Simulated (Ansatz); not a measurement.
Sn₅S₅. Total charge 0; singlet. Geometry PBE0-D4/def2-SVP; atoms count from 1.

```
atom   x (Å)   y (Å)   z (Å)
 Sn1  -0.174   1.795  -1.977
 Sn2  -1.529  -2.205  -0.293
 Sn3  -1.361   1.249   0.683
 Sn4   1.964   0.442   1.796
 Sn5   1.838  -1.210  -1.544
  S6  -0.076   1.613   2.671
  S7  -0.622  -0.707  -2.346
  S8   2.034   1.298  -0.760
  S9  -2.913  -0.548   0.985
 S10   0.839  -1.727   0.784
```

In the def2 sets Sn takes a core potential; there is no spin–orbit coupling. Another isomer (singlet) lies 0.37 eV lower at PBE0-D4/def2-TZVP; other spin states weren't run for this one.

Question: Estimate the Mulliken populations from the PBE0/def2-TZVP orbitals of Ansatz.

Answer: 
```
atom  charge (e)
 Sn1        0.39
 Sn2        0.49
 Sn3        0.60
 Sn4        0.49
 Sn5        0.52
  S6       -0.49
  S7       -0.49
  S8       -0.49
  S9       -0.49
 S10       -0.50
```
Mulliken values depend strongly on the basis.

Question: And the Mayer bond orders between heavy atoms (over 0.3)?

Answer: Sn1–Sn3 0.59 (2.96 Å); Sn1–S7 0.80 (2.57 Å); Sn1–S8 0.80 (2.57 Å); Sn2–S7 0.60 (2.70 Å); Sn2–S9 0.90 (2.51 Å); Sn2–S10 0.65 (2.64 Å); Sn3–S6 1.07 (2.39 Å); Sn3–S9 1.07 (2.39 Å); Sn4–S6 0.90 (2.51 Å); Sn4–S8 0.60 (2.70 Å); Sn4–S10 0.65 (2.64 Å); Sn5–S7 0.68 (2.64 Å); Sn5–S8 0.68 (2.64 Å); Sn5–S10 0.76 (2.59 Å).
